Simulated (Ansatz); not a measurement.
Nudged elastic band run: F$_{2}$GeH$_{4}$

The input (input.yaml):

```yaml
crystal:
  periodic: [false, false, false]
  atoms:
    - { symbol: Ge, position_ang: [0.416115, -0.193426, -0.012422] }
    - { symbol: H, position_ang: [0.848621, -0.483054, 1.417965] }
    - { symbol: H, position_ang: [1.546658, 0.35943, -0.871665] }
    - { symbol: F, position_ang: [-0.748259, 1.114536, 0.095336] }
    - { symbol: H, position_ang: [-0.318589, -1.348448, -0.678192] }
    - { symbol: F, position_ang: [-2.550365, 0.020436, 1.628529] }
    - { symbol: H, position_ang: [-2.141781, 0.645828, 1.110349] }
basis:
  gaussian: { orbitals: def2-SVP }
hamiltonian:
  xc: hf
neb:
  order_check: false
  images: 7
  f_tol: 0.05
  max_iterations: 60
  initial_path: linear
  final_atoms:
    - { symbol: Ge, position_ang: [-0.40582647, 0.28605201, -0.61019592] }
    - { symbol: H, position_ang: [0.05275773, -1.02818613, 2.98782678] }
    - { symbol: H, position_ang: [0.91722938, 0.89521198, -0.19431369] }
    - { symbol: F, position_ang: [-0.90785423, 1.0358517, -2.06524195] }
    - { symbol: H, position_ang: [-0.47919183, -1.21509891, -0.80061298] }
    - { symbol: F, position_ang: [-1.58915738, 0.73776888, 0.54417609] }
    - { symbol: H, position_ang: [-0.53555719, -0.59629752, 2.82826167] }
```

Command:

```bash
$ ansatz run input.yaml --threads 1 --pin off --max-ram 2048MiB --backend cpu --events-out ev --progress --plain --runs-dir out
```

Output, in part (warnings, iteration lines, the closing report on the highest movable image, with atoms numbered from 0):

```
NEB end point (image 0): max|allowed force component| = 2.247e-2 eV/Å (the criterion of neb.relax_end_points is 1.000e-2)
NEB end point (image 8): max|allowed force component| = 1.197e-2 eV/Å (the criterion of neb.relax_end_points is 1.000e-2)
NEB iter   1: max|band force component| = 6.667e0 eV/Å  barrier→ = 9.5898 eV  barrier← = 9.7137 eV  Δτ_max = 0.2000 Å  (347 SCF iters)
NEB iter   2: max|band force component| = 7.183e0 eV/Å  barrier→ = 7.5039 eV  barrier← = 7.6278 eV  Δτ_max = 0.2000 Å  (246 SCF iters)
NEB iter   3: max|band force component| = 7.167e0 eV/Å  barrier→ = 5.9439 eV  barrier← = 6.0679 eV  Δτ_max = 0.2000 Å  (228 SCF iters)
NEB iter   4: max|band force component| = 4.975e0 eV/Å  barrier→ = 3.8969 eV  barrier← = 4.0208 eV  Δτ_max = 0.2000 Å  (219 SCF iters)
NEB iter   5: max|band force component| = 1.071e1 eV/Å  barrier→ = 3.4920 eV  barrier← = 3.6159 eV  Δτ_max = 0.1023 Å  (229 SCF iters)
NEB iter   6: max|band force component| = 1.759e0 eV/Å  barrier→ = 2.4394 eV  barrier← = 2.5633 eV  Δτ_max = 0.2000 Å  (222 SCF iters)
NEB iter   7: max|band force component| = 2.030e0 eV/Å  barrier→ = 2.0943 eV  barrier← = 2.2182 eV  Δτ_max = 0.1026 Å  (217 SCF iters)
NEB iter   8: max|band force component| = 1.436e0 eV/Å  barrier→ = 1.8682 eV  barrier← = 1.9922 eV  CI = image 4  Δτ_max = 0.2000 Å  (224 SCF iters)
NEB iter   9: max|band force component| = 2.728e0 eV/Å  barrier→ = 2.6552 eV  barrier← = 2.7791 eV  CI = image 4  Δτ_max = 0.1012 Å  (224 SCF iters)
NEB iter  10: max|band force component| = 2.553e0 eV/Å  barrier→ = 2.6986 eV  barrier← = 2.8225 eV  CI = image 4  Δτ_max = 0.1133 Å  (222 SCF iters)
NEB iter  11: max|band force component| = 2.391e0 eV/Å  barrier→ = 2.6384 eV  barrier← = 2.7623 eV  CI = image 4  Δτ_max = 0.1393 Å  (213 SCF iters)
NEB iter  12: max|band force component| = 8.001e-1 eV/Å  barrier→ = 2.5542 eV  barrier← = 2.6781 eV  CI = image 4  Δτ_max = 0.0488 Å  (210 SCF iters)
NEB iter  13: max|band force component| = 3.224e-1 eV/Å  barrier→ = 2.5180 eV  barrier← = 2.6419 eV  CI = image 4  Δτ_max = 0.0811 Å  (207 SCF iters)
NEB iter  14: max|band force component| = 1.978e-1 eV/Å  barrier→ = 2.5074 eV  barrier← = 2.6313 eV  CI = image 4  Δτ_max = 0.0948 Å  (215 SCF iters)
NEB iter  15: max|band force component| = 5.751e-1 eV/Å  barrier→ = 2.5022 eV  barrier← = 2.6261 eV  CI = image 4  Δτ_max = 0.0484 Å  (209 SCF iters)
NEB iter  16: max|band force component| = 2.124e-1 eV/Å  barrier→ = 2.5019 eV  barrier← = 2.6258 eV  CI = image 4  Δτ_max = 0.0200 Å  (208 SCF iters)
NEB iter  17: max|band force component| = 5.858e-2 eV/Å  barrier→ = 2.5013 eV  barrier← = 2.6252 eV  CI = image 4  Δτ_max = 0.0354 Å  (208 SCF iters)
NEB iter  18: max|band force component| = 1.443e-1 eV/Å  barrier→ = 2.5004 eV  barrier← = 2.6244 eV  CI = image 4  Δτ_max = 0.0177 Å  (212 SCF iters)
NEB iter  19: max|band force component| = 1.208e-1 eV/Å  barrier→ = 2.5003 eV  barrier← = 2.6242 eV  CI = image 4  Δτ_max = 0.0177 Å  (211 SCF iters)
NEB iter  20: max|band force component| = 6.864e-2 eV/Å  barrier→ = 2.4997 eV  barrier← = 2.6236 eV  CI = image 4  Δτ_max = 0.0177 Å  (210 SCF iters)
NEB iter  21: max|band force component| = 6.754e-2 eV/Å  barrier→ = 2.4992 eV  barrier← = 2.6231 eV  CI = image 4  Δτ_max = 0.0177 Å  (213 SCF iters)
NEB iter  22: max|band force component| = 2.383e-2 eV/Å  barrier→ = 2.4990 eV  barrier← = 2.6229 eV  CI = image 4  Δτ_max = 0.0105 Å  (211 SCF iters)
NEB iter  23: max|band force component| = 3.282e-2 eV/Å  barrier→ = 2.4990 eV  barrier← = 2.6229 eV  CI = image 4  Δτ_max = 0.0000 Å  (314 SCF iters)
Total energy: -61935.35913712 eV, -2276.0824669950 hartree
Atom 0 at    -0.318831    -0.063212    -0.109766 Å, force     0.014444     0.001679    -0.009723 eV/Å
Atom 1 at     0.349684    -0.458257     1.540674 Å, force     0.007628     0.001618    -0.007022 eV/Å
Atom 2 at     0.928462     0.718256    -0.466277 Å, force     0.002513     0.001353    -0.010496 eV/Å
Atom 3 at    -1.517569     0.693746    -1.103896 Å, force    -0.002393    -0.001147     0.004160 eV/Å
Atom 4 at    -0.529251    -1.530150    -0.422627 Å, force     0.001333    -0.001337     0.006786 eV/Å
Atom 5 at    -1.365084     0.651554     1.429675 Å, force     0.007251     0.011033     0.008732 eV/Å
Atom 6 at    -0.495013     0.103364     1.822116 Å, force    -0.030776    -0.013199     0.007563 eV/Å
Dipole moment:     0.488287    -0.314180     0.138022 e Å
```

The run converged. The band force fell under the threshold earlier too, but the program's further tests of the path sent the band on. Neighbouring images differ by up to 1.8 eV, so the band resolves the path poorly. Another band between the same ends (7 images) ends at a top of the same energy, where a vibrational analysis finds 1 clearly imaginary mode. The orbitals stay closed-shell, which can raise the energy where a bond breaks towards radicals; this wasn't checked here.

Final band (atoms are numbered from 1 in the order of the input):

```json
{"image": "0", "path coordinate (Å)": "0.00", "energy (kJ/mol)": "0.0", "Ge1–H2 (Å)": "1.52", "F6–H7 (Å)": "0.91", "Ge1–F6 (Å)": "3.40"}
{"image": "1", "path coordinate (Å)": "1.00", "energy (kJ/mol)": "7.4", "Ge1–H2 (Å)": "1.52", "F6–H7 (Å)": "0.90", "Ge1–F6 (Å)": "3.42"}
{"image": "2", "path coordinate (Å)": "2.01", "energy (kJ/mol)": "36.0", "Ge1–H2 (Å)": "1.53", "F6–H7 (Å)": "0.90", "Ge1–F6 (Å)": "3.39"}
{"image": "3", "path coordinate (Å)": "3.01", "energy (kJ/mol)": "87.2", "Ge1–H2 (Å)": "1.55", "F6–H7 (Å)": "0.91", "Ge1–F6 (Å)": "2.78"}
{"image": "4", "path coordinate (Å)": "4.02", "energy (kJ/mol)": "241.1", "Ge1–H2 (Å)": "1.82", "F6–H7 (Å)": "1.10", "Ge1–F6 (Å)": "1.99"}
{"image": "5", "path coordinate (Å)": "4.67", "energy (kJ/mol)": "70.6", "Ge1–H2 (Å)": "2.21", "F6–H7 (Å)": "1.69", "Ge1–F6 (Å)": "1.76"}
{"image": "6", "path coordinate (Å)": "5.31", "energy (kJ/mol)": "1.2", "Ge1–H2 (Å)": "2.73", "F6–H7 (Å)": "2.18", "Ge1–F6 (Å)": "1.72"}
{"image": "7", "path coordinate (Å)": "5.96", "energy (kJ/mol)": "-10.9", "Ge1–H2 (Å)": "3.30", "F6–H7 (Å)": "2.66", "Ge1–F6 (Å)": "1.71"}
{"image": "8", "path coordinate (Å)": "6.61", "energy (kJ/mol)": "-12.0", "Ge1–H2 (Å)": "3.86", "F6–H7 (Å)": "2.85", "Ge1–F6 (Å)": "1.71"}
```

Time of the run: 93 s on 1 thread of AMD EPYC 9R45 96-Core Processor (Zen 5), on a shared host, peak memory 0.17 GiB.
